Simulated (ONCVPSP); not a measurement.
## gadolinium (Gd): one change to an ONCV potential, before and after

gadolinium, optimised norm-conserving Vanderbilt (ONCV), made with ONCVPSP 4.0.1 (LDA (Perdew-Wang 92), scalar-relativistic). Core [Kr] 4d10, reference 4f7 5s2 5p6 5d1 6s2. Waves: 5s+6s: rc 2.00 bohr, ncon 3, nbas 6, qcut 5.6 1/bohr, 2 projectors; 5p: rc 2.10 bohr, ncon 4, nbas 9, qcut 6 1/bohr, 2 projectors, debl 3 Ha; 5d: rc 2.45 bohr, ncon 5, nbas 8, qcut 4.6 1/bohr, 2 projectors, debl 1.5 Ha; 4f: rc 0.70 bohr, ncon 3, nbas 7, qcut 14.2 1/bohr, 2 projectors, debl 2.9 Ha. Local part: polynomial inside 0.65 bohr (lpopt 5, dvloc0 -1 Ha). Core correction: Teter function, fcfact 6, rcfact 1.7.

All-electron outer shells of the reference configuration (LDA (PZ), scalar-relativistic, ld1.x):

| shell | level (eV) | outermost node (bohr) | outermost maximum (bohr) |
| --- | --- | --- | --- |
| 4d | -147.57 | 0.27 | 0.56 |
| 5s | -49.86 | 0.65 | 1.20 |
| 5p | -27.36 | 0.70 | 1.35 |
| 4f | -8.90 | – | 0.56 |
| 6s | -4.27 | 1.60 | 3.33 |
| 5d | -2.69 | 0.79 | 1.97 |

Change: fully relativistic.

Cutoffs: the cutoffs (Ha) at which the residual kinetic energy of the hardest occupied pseudo-wave falls to 1 and 0.1 mHa per electron; they do not see the model core or the augmentation charge, which bear on the density cutoff. Errors are all-electron minus pseudo energies relative to the spin-unpolarised reference configuration.

What does the change do?

Both files keep a bound ghost (p, s); the lowest positive-energy flag moves from d at 9.4 eV to d5/2 at 4.1 eV; the number of tests with a reliable result goes from 3 to 2.

```csv
quantity,base,changed
bound ghosts,"s, p","s, p3/2, p1/2"
GHOST(+) flags under 300 eV,"d at 9.4 eV, s at 73.6 eV","d5/2 at 4.1 eV, d3/2 at 16.2 eV, s at 73.4 eV"
"largest miss of a reference level, eV",0.04,0.05
"tests counted as reliable (solved cleanly; for ONCVPSP, near-neutral configurations with less than one 5d electron left out)",3 of 4,2 of 4
"error for 4f7 5s2 5p6 5d1 6s1, meV [ΔE 6.85 eV]",-2.1,-0.2
"error for 4f7 5s2 5p6 5d1 6s0, meV [ΔE 19.22 eV]",-7.0,-1.8
s: phases at 2.03 bohr within 0.05 rad from the reference energy up to (Ha; the scan ends near 5),2.2,2.2
"rms error of d²Exc/dni dnj with the model core, mHa",3.26,2.44
```

 A true bound ghost makes a file unfit for plane-wave use even where its test errors are small: the radial tests pick states by their node count and pass the ghost by.
